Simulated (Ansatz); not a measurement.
`[SiH3]C[NH][GaH2]` + `C[SeH]` → `C[Se][GaH2]` + `NC[SiH3]` at 500 K and 1 bar (ligand exchange at a Ga–N bond).

Computed with Ansatz on PBE0-D4/def2-TZVP structures; ΔE is electronic, products minus reactants. CCSD(T)/CBS is the MP2 limit (def2-TZVPP, def2-QZVPP) plus CCSD(T) − MP2 in def2-TZVPP, frozen cores. For Ga, Se outer-core shells are correlated without core-valence functions, which leaves a few kJ/mol of doubt a bond. Scalar relativity is left out up to krypton. Each species was taken in one conformer, which may not be the lowest.

```tsv
species	CCSD(T)/CBS energy (Eh)	H − E (kJ/mol)	S (J/(mol·K))
`[SiH3]C[NH][GaH2]`	-2310.57536	267.1	431.0
`C[SeH]`	-2441.15625	142.1	299.3
`C[Se][GaH2]`	-4365.72567	173.7	387.2
`NC[SiH3]`	-386.02732	245.0	347.4
```

H − E and S are ideal-gas, rigid-rotor, harmonic terms from PBE0-D4/def2-TZVP, for one conformer and one mirror image of each species. 1 Eh = 2625.50 kJ/mol, R = 8.31446 J/(mol·K).

Q: By hand: ΔE, ΔH, ΔS and ΔG.

A: ΔE = (-4365.72567) + (-386.02732) − (-2310.57536) − (-2441.15625) = -0.02138 Eh = -56.1 kJ/mol. Δ(H − E) = 173.7 + 245.0 − 267.1 − 142.1 = 9.5, so ΔH = -46.6 kJ/mol. ΔS = 387.2 + 347.4 − 431.0 − 299.3 = 4.3 J/(mol·K). ΔG = -46.6 − 500 × (4.3)/1000 = -48.8 kJ/mol.

Q: By hand: the equilibrium constant, and the temperature at which ΔG would vanish if ΔH and ΔS stayed fixed.

A: log₁₀ K = −ΔG/(RT ln 10) = 5.1. ΔH and −TΔS have one sign here, so there is no such temperature. One of them is within its doubt of zero, so this could turn.

The number of gas molecules stays the same, so ΔS is small and ΔH decides. A doubt of 5 kJ/mol in ΔE shifts log₁₀ K by 0.5 here. Other conformers and mirror images would add mixing entropy, several J/(mol·K) or more a flexible species. Modes under 60 cm⁻¹, often nearly free rotors, make the harmonic entropy too high. These are equilibria of isolated gas molecules and say nothing of rates. Largest T1 diagnostic: 0.015 (customary marks: 0.02 for closed shells, 0.045 for open ones).
